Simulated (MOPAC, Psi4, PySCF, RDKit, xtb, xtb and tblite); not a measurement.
Two geometries of C4H7BSSi, SMILES Bc1ccc([SiH3])s1, relaxed at GFN2-xTB with one dihedral held; other torsions can differ between them too.

Structure A

```
14

B      2.9939     0.5402    -0.4735
C      1.5335     0.1584    -0.2812
C      0.9396    -1.0870    -0.3007
C     -0.4204    -1.0833     0.0276
C     -0.9065     0.1602     0.3448
Si    -2.6344     0.6408     0.8957
S      0.3390     1.3438     0.1931
H      3.8243    -0.2573    -0.2671
H      3.2835     1.6495    -0.7049
H      1.4859    -1.9760    -0.5663
H     -1.0349    -1.9669     0.0495
H     -3.1748     1.6239    -0.0443
H     -3.4387    -0.5813     0.8935
H     -2.5598     1.2153     2.2399
```

Structure B

```
14

B     -3.0007     0.5461    -0.4648
C     -1.5571     0.1577    -0.1990
C     -1.0465    -1.0450     0.2503
C      0.3444    -1.0657     0.3886
C      0.9490     0.1202     0.0503
Si     2.7746     0.5550     0.0761
S     -0.2321     1.2726    -0.4457
H     -3.8438    -0.2434    -0.2811
H     -3.2601     1.6201    -0.8473
H     -1.6802    -1.8866     0.4711
H      0.9020    -1.9222     0.7270
H      3.1951     0.9049    -1.2814
H      3.4891    -0.6278     0.5565
H      2.9761     1.6904     0.9773
```

Question: Which is lower in energy at the level PBE0-D3(BJ)/def2-SVP // GFN2-xTB run with Psi4, and by how much?

Answer: B is lower, by 2.27 kcal/mol (dihedral H8–B1–C2–S7: 150° in A, 180° in B).

E(B) − E(A) in kcal/mol at the other levels, on the same two geometries: GFN2-xTB (xtb and tblite) -1.28; PBE0/def2-SVP // GFN2-xTB (Psi4) -2.27; PBE/def2-SVP // GFN2-xTB (Psi4) -2.25; PBE-D3(BJ)/def2-SVP // GFN2-xTB (Psi4) -2.25; UFF // GFN2-xTB (RDKit) -1.96; PM7, restricted, heats of formation // GFN2-xTB (MOPAC) -0.64; AM1, restricted, heats of formation // GFN2-xTB (MOPAC) -0.80; GFN1-xTB // GFN2-xTB (xtb) -1.23; restricted B3LYP/6-31G*, spherical d, density fitting // GFN2-xTB (PySCF) -2.32; restricted Hartree-Fock/3-21G // GFN2-xTB (PySCF) -2.49; restricted B3LYP/3-21G // GFN2-xTB (PySCF) -2.56; restricted BP86/6-31G*, spherical d, density fitting // GFN2-xTB (PySCF) -2.29.
